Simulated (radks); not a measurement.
Values are calculated unless marked as measured or tabulated.
Valence configurations of Ru3+ (all share [Kr]). Level of theory: Dirac Kohn-Sham, PBE, spin-unpolarised, spherical densities, finite nucleus; open shells fill j = l - 1/2 first; Fermi nuclear charge, rms radius 4.4809 fm (a radial shooting solver on a logarithmic mesh with Libxc functionals). Energies are relative to 4d5; eigenvalues in eV.

valence      E (eV)  e(4d3/2)  e(4d5/2)  e(5p1/2)  e(5s1/2)
4d5           0.000   -37.507   -37.093         -         -
4d4 5p1      16.039   -42.240         -   -24.406         -
4d3 5s2      21.152   -45.270         -         -   -32.399
4d3 5s1 5p1  28.193   -46.168         -   -25.890   -32.953
4d4.5 5s0.5   4.426   -39.393   -38.965         -   -29.629
4d2 5s1 5p2  49.934   -51.015         -   -27.791   -35.239
4d4 5s1       9.341   -41.313         -         -   -30.543
4d3 5p2      35.276   -47.047         -   -26.387         -

NIST lists [Kr] 4d5 as the ground configuration; this level of theory agrees among the configurations tried. The energies are those of spherical spin-averaged densities, not of single terms.
